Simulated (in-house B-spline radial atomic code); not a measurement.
**How G0W0 and RPA depend on the start: Sn46+**

Configuration [He] 2s2. Computed with a B-spline radial code for spherical atoms: all electrons, non-relativistic, point nucleus, each spin shell either full or empty, empty states to l = 9 with an (l + 1/2)⁻⁴ tail; G0W0 by contour deformation at full frequency.

Without relativity these are model numbers: it shifts the levels of so heavy an element strongly and can reorder them.

```
            start  mean-field 2s (eV)  G0W0 (eV)  QP weight  RPA correlation (Eh)
     Hartree-Fock            -7770.30   -7782.27      0.982              -0.61606
              PBE            -7698.67          ?          ?                     ?
LDA exchange-only            -7687.69          ?          ?                     ?
        BHandHLYP            -7735.57   -7784.29      0.974              -0.76883
         LDA VWN5            -7690.97   -7786.62      0.959                 -1.09
```

Task: What G0W0 level, weight and RPA correlation energy follow from the PBE start?

Result: G0W0 level -7786.71 eV, weight 0.959, RPA correlation -1.0745 hartree.

Task: What G0W0 level, weight and RPA correlation energy follow from the LDA exchange-only start?

Result: G0W0 level -7786.49 eV, weight 0.960, RPA correlation -1.0893 hartree.

Task: How much of the dependence on the start does G0W0 remove?

Result: The mean-field levels span 82.6 eV and the G0W0 levels 4.44 eV. Against 8103 ± 7 eV (NIST, semi-empirical) the G0W0 removal energies are off by -320.73 to -316.29 eV, with relativity, Breit and QED terms left out.
